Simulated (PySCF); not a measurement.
Worked example: oscillator strength and radiative lifetime

CH4NO, SMILES NC=[OH+], charge +1.

Geometry optimised at B3LYP-D3(BJ)/def2-TZVP. The isomer is the one that the SMILES or the coordinates give; other isomers of the formula were not compared. Other conformers were not sampled.

TDDFT-CAM-B3LYP/def2-SVPD (PySCF) puts the first singlet state with f over 0.02 at 8.29 eV (vertical), with the transition dipole (0.162, -1.168, 0.000) in atomic units.

Task: Find the oscillator strength, the wavelength and the radiative lifetime that this transition would have in vacuum if emission retraced absorption.

Result: 
|μ|² = 1.3905 au, so |μ| = 3.00 D. ΔE = 8.29/27.211 = 0.3047 hartree. f = (2/3) ΔE |μ|² = 0.282 (the program prints 0.282).
λ = 1239.84/8.29 = 150 nm; ν = 66863 cm⁻¹.
Einstein's coefficient A = 0.6670 ν² f s⁻¹ (ν in cm⁻¹) = 8.4e8 s⁻¹, so τ = 1/A = 1.2 ns. This state is S1. The figure is the radiative limit of this one transition; relaxation, internal conversion, crossing to triplets and a medium change what is measured.
